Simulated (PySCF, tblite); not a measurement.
Compound: C2H7FOSi2.
SMILES with atom numbers: `[F:1][Si@H:2]1[CH2:3][CH2:4][SiH2:5][O:6]1` (hydrogens: H7 on Si2; H8, H9 on C3; H10, H11 on C4; H12, H13 on Si5)

Cartesian coordinates in Å at the GFN2-xTB level; atoms count from 1:
```
atom  x, y, z in Å
F1     1.7407   -1.1975    1.6921
Si2    1.3048   -0.9125    0.1696
C3    -0.5718   -1.0979   -0.0723
C4    -1.2079    0.2952    0.1115
Si5    0.1177    1.6095   -0.3023
O6     1.4604    0.6817   -0.0939
H7     2.2362   -1.6218   -0.6748
H8    -0.7703   -1.4513   -1.0854
H9    -1.0302   -1.8237    0.5991
H10   -2.1210    0.3821   -0.4767
H11   -1.5050    0.4133    1.1557
H12    0.1248    2.0264   -1.7018
H13    0.2171    2.6969    0.6615
```

Method: CAM-B3LYP/def2-SVPD in PySCF (dipole) on a GFN2-xTB geometry, gas phase.

Take the most abundant isotopes and a rigid rotor. The values belong to one conformer with, in the numbering `[F:1][Si@H:2]1[CH2:3][CH2:4][SiH2:5][O:6]1`, F1–Si2–C3–C4 93°, Si2–C3–C4–Si5 26°, C3–C4–Si5–O6 -21°, C4–Si5–O6–Si2 7°.

Question: What are A, B and C (MHz)?

Answer: Ia = 128.95, Ib = 260.28, Ic = 326.06 u·Å²; 505379 MHz·u·Å²/I gives A = 3919, B = 1942, C = 1550 MHz.

Question: Classify the top.

Answer: An asymmetric top; Ray's κ = -0.669.

Question: Is it planar, by Δ = Ic − Ia − Ib?

Answer: Not planar: Δ = Ic − Ia − Ib = -63.18 u·Å². For a rigid frame Δ = −2 Σ m c², so Σ m c² = 31.59 u·Å² lies off the ab plane: 9.72 from hydrogen and 21.87 from heavier atoms. The atom farthest from that plane is 1.68 Å away.

Question: Give the other two planar moments, Paa and Pbb, and the rms extents of the mass along the axes.

Answer: Paa = Σ m a² = (Ib + Ic − Ia)/2 = 228.69 and Pbb = Σ m b² = (Ia + Ic − Ib)/2 = 97.36 u·Å². With the mass M = 122.00 u, the rms extents √(P/M) along a, b and c are 1.37, 0.89, 0.51 Å.

Question: Predict some low-J microwave lines.

Answer: The dipole components are |μa| = 1.61 D, |μb| = 1.96 D, |μc| = 0.84 D. Intensities carry the squares of the components, which stand as 0.68 : 1.00 : 0.18 (a : b : c). Some lines, for components of 0.1 D or more:

```csv
type,branch,"J(Ka,Kc)",MHz,lower level (cm⁻¹)
b,Q,"2(2,0) ← 2(1,1)",5985,0.441
b,Q,"2(2,1) ← 2(1,2)",7107,0.402
c,Q,"3(3,1) ← 3(2,1)",10640,0.997
b,R,"3(1,3) ← 2(0,2)",11495,0.348
b,R,"4(0,4) ← 3(1,3)",12265,0.731
c,Q,"5(4,2) ← 5(3,2)",14987,2.412
b,Q,"5(4,2) ← 5(3,3)",15108,2.408
b,Q,"4(4,1) ← 4(3,2)",15130,1.821
c,R,"3(3,1) ← 2(2,1)",21372,0.639
c,R,"5(4,1) ← 4(3,1)",32677,1.822
b,R,"5(4,1) ← 4(3,2)",32708,1.821
```

Question: Estimate the classical rotational partition function at 100 K, 200 K and 500 K.

Answer: Point group C1, symmetry number σ = 1; q = (√π/σ)·√((kT/h)³/(ABC)), k/h = 20836.6 MHz/K: 49100 at 100 K, 139000 at 200 K, 549000 at 500 K.

Its GFN2-xTB frequencies are all real (lowest 78 cm⁻¹). Constants of a rigid frame at the computed geometry: no zero-point averaging, no centrifugal distortion.

Hardware: Intel Xeon at 2.70 GHz, one thread, shared host. Cost: 53 s, 0.85 GiB resident at most. This is the CAM-B3LYP/def2-SVPD job that gave the dipole, with the excitations it also computed.
